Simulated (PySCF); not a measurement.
Two species compared at the same levels of theory.

First species: C4H8F2SSi.
Structure used (GFN2-xTB), in Å, numbered top down from 1:
```xyz
16
C4H8F2SSi angstrom
C      2.2766   -0.3063   -0.3447
C      0.8573   -0.2154    0.1787
F      0.8958   -0.2635    1.5693
C      0.1104    1.0518   -0.2105
Si    -1.6991    0.7781    0.2947
F     -2.6682    1.4481   -0.8100
C     -1.7621   -1.1165    0.1247
S     -0.1006   -1.6778   -0.3929
H      2.7532   -1.2030    0.0451
H      2.2640   -0.3561   -1.4296
H      2.8468    0.5636   -0.0244
H      0.5859    1.9012    0.2789
H      0.1996    1.1927   -1.2881
H     -2.1065    1.2929    1.5864
H     -2.4540   -1.4547   -0.6435
H     -2.0067   -1.6262    1.0542
```

Second species: C₈H₈Si.
Geometry (GFN2-xTB, Å), atoms numbered from 1 in this order:
```
atom  x, y, z in Å
C1    -2.4099   -0.7054    0.1810
C2    -1.2894   -1.4164    0.3493
C3    -0.0302   -0.7064    0.1716
C4     1.2279   -1.2729    0.3036
C5     2.3539   -0.4883    0.1069
C6     2.2247    0.8508   -0.2182
C7     0.9641    1.4204   -0.3498
C8    -0.1673    0.6549   -0.1580
Si9   -2.0040    1.0827   -0.2528
H10   -3.3873   -1.1465    0.2914
H11   -1.2675   -2.4677    0.6040
H12    1.3313   -2.3193    0.5571
H13    3.3371   -0.9254    0.2083
H14    3.1074    1.4554   -0.3698
H15    0.8708    2.4674   -0.6041
H16   -2.4294    2.0481    0.7630
H17   -2.4392    1.4806   -1.5934
```

Levels: CAM-B3LYP/def2-SVPD for HOMO energy, LUMO energy, HOMO–LUMO gap and static isotropic polarisability; TDDFT CAM-B3LYP/def2-SVPD for lowest singlet excitation; TDA CAM-B3LYP/def2-SVPD for lowest triplet excitation (Tamm–Dancoff). Geometries: GFN2-xTB. Each species is one conformer at its optimised geometry, gas phase, non-relativistic unless stated; the electronic structure was computed with PySCF and density fitting.

Values for the first species:

| Quantity | Value |
| --- | --- |
| HOMO energy | -8.20 eV |
| LUMO energy | 0.84 eV |
| HOMO–LUMO gap | 9.04 eV |
| Lowest singlet excitation | 5.39 eV |
| Lowest triplet excitation (Tamm–Dancoff) | 4.91 eV |
| Static isotropic polarisability | 88.6 au |

**Question.** Estimate the same properties for the second species, and the change in each.

**Answer.** 
| property | first | second | second less first |
| --- | --- | --- | --- |
| HOMO energy | -8.20 eV | -7.71 eV | +0.49 eV |
| LUMO energy | 0.84 eV | -0.28 eV | -1.12 eV |
| HOMO–LUMO gap | 9.04 eV | 7.43 eV | -1.61 eV |
| lowest singlet excitation | 5.39 eV | 4.50 eV | -0.89 eV |
| lowest triplet excitation (Tamm–Dancoff) | 4.91 eV | 3.06 eV | -1.85 eV |
| static isotropic polarisability | 88.6 au | 114.3 au | +25.7 au |

On the first: No computed singlet falls in the visible range (750 to 380 nm, 1.65 to 3.26 eV); S1 lies 2.13 eV above its blue end. The vertical singlet–triplet gap S1 − T1 is 0.48 eV (TDDFT singlet less Tamm–Dancoff triplet; S1: HOMO→LUMO, weight 0.60; T1: HOMO→LUMO, weight 0.54).

On the second: S1 lies 2.93 eV below the HOMO–LUMO gap; its leading configuration is HOMO→LUMO, weight 0.91. The 8 singlets span 4.50 to 6.69 eV, and their oscillator strengths add up to 0.88.
